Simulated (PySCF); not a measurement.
CH4I2OSi, SMILES [Si](O)(I)(I)C. Coordinates come from a B3LYP-D3(BJ)/def2-SVP optimisation. This is a generated structure with no PubChem entry under its InChIKey; it may be hypothetical. The def2 effective core potentials stand for the cores of I; spin–orbit coupling is left out. Other conformers were not sampled.

Computed with PySCF with B3LYP-D3(BJ)/def2-SVP.

Harmonic wavenumbers (cm⁻¹): 83, 133, 162, 181, 187, 212, 297, 318, 402, 714, 772, 802, 846, 930, 1270, 1421, 1424, 3040, 3140, 3153, 3861. Rotational constants (GHz): 1.781, 0.4611, 0.4083; symmetry number 1.

Q: Work out the zero-point energy and the ideal-gas rigid-rotor harmonic-oscillator thermochemistry at 298.15 K and 1 atm.

A: ZPE = ½ Σ hcν = ½ × 23348 cm⁻¹ = 33.38 kcal/mol. H − E(el) = 39.08 kcal/mol. Entropy in cal/(mol K): translation 43.13, rotation 31.24, vibration 20.64, total 95.00. G − E(el) = 10.76 kcal/mol. Cp = 27.59 cal/(mol K). Modes under 150 cm⁻¹ make the vibrational entropy uncertain.
